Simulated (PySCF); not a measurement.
# Worked example: oscillator strength and radiative lifetime

Si(H)(Cl)(Et)(NH2) (C₂H₈ClNSi), SMILES N[SiH](CC)Cl.

Geometry optimised at B3LYP-D3(BJ)/def2-SVP. One conformer was computed; it need not be the lowest.

TDA-PBE/def2-SVPD run with PySCF puts the first singlet state with f over 0.02 at 6.25 eV (vertical), with the transition dipole (-0.365, -0.311, -0.166) in atomic units.

**Question.** Find the oscillator strength, the wavelength and the radiative lifetime that this transition would have in vacuum if emission retraced absorption.

**Answer.** 
|μ|² = 0.2575 au, so |μ| = 1.29 D. ΔE = 6.25/27.211 = 0.2297 hartree. f = (2/3) ΔE |μ|² = 0.039 (the program prints 0.039).
λ = 1239.84/6.25 = 198 nm; ν = 50410 cm⁻¹.
Einstein's coefficient A = 0.6670 ν² f s⁻¹ (ν in cm⁻¹) = 6.7e7 s⁻¹, so τ = 1/A = 15 ns. This state is S1. The figure is the radiative limit of this one transition; relaxation, internal conversion, crossing to triplets and a medium change what is measured.
